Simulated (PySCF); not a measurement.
H₄SSi, SMILES [SiH3]S.

Geometry: r2SCAN-D4/def2-TZVP.

Two levels are set side by side: PBE/def2-TZVPD (PySCF) and r2SCAN/def2-TZVPD (PySCF). Same geometry, gas phase. Differences are taken from unrounded values.

| quantity | r2SCAN |
|---|---|
| orbital gap (eV) | 6.12 |
| highest occupied level (eV) | -6.60 |
| lowest empty level (eV) | -0.48 |
| dipole moment (D) | 0.99 |
| mean polarisability (bohr³) | 51.4 |

### Question
What does PBE give, and how far is it from r2SCAN? (The exact figures need the calculation; the answer reports its results.)

### Answer

```
quantity                       PBE  PBE minus r2SCAN
---------------------------  -----  ----------------
orbital gap (eV)              5.32             -0.80
highest occupied level (eV)  -6.34              0.26
lowest empty level (eV)      -1.02             -0.54
dipole moment (D)             0.94             -0.05
mean polarisability (bohr³)   53.1               1.7
```

Rough cost on one machine, each run with all the roots and properties that it gave: r2SCAN against PBE about 5 times.
